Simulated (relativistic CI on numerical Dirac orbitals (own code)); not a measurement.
**Rh³⁺ (4d6) in a crystal field**

Calculated by Dirac-Coulomb-Breit CI, orbitals from a KLI potential per configuration, model QED (radiative potential, 1s self-energy scaled to tabulated hydrogen-like ionisation energies), valence Slater integrals scaled by 0.9, one configuration in a parametric crystal field (own radial code). With so little scaling, terms lie 10 to 35 % too far apart, which can change the order of excited levels.

Field parameters in Wybourne normalisation: D3d B²₀ = −7Dσ, B⁴₀ = −14Dq − 21Dτ, B⁴₃ = −14√(10/7) Dq. The field is a parameter set, without covalency.

S is read from ⟨S²⟩ = S(S + 1).

Levels (cm⁻¹, degeneracy): 0 (1), 12294 (2), 12409 (1), 12475 (2), 12912 (2), 13238 (1), 13681 (1), 15051 (1), 15055 (2), 15530 (2), 15719 (1), 16083 (2).

Q: Which field gives this pattern?
A. D3d, 10Dq = 22050, Dσ = 760, Dτ = 170 cm⁻¹
B. D3d, 10Dq = 22050, Dσ = -110, Dτ = 170 cm⁻¹
C. D3d, 10Dq = 22050, Dσ = -1200, Dτ = 170 cm⁻¹
D. D3d, 10Dq = 22050, Dσ = -550, Dτ = 170 cm⁻¹

A: B. D3d, 10Dq = 22050, Dσ = -110, Dτ = 170 cm⁻¹, ground level with S = 0.09.
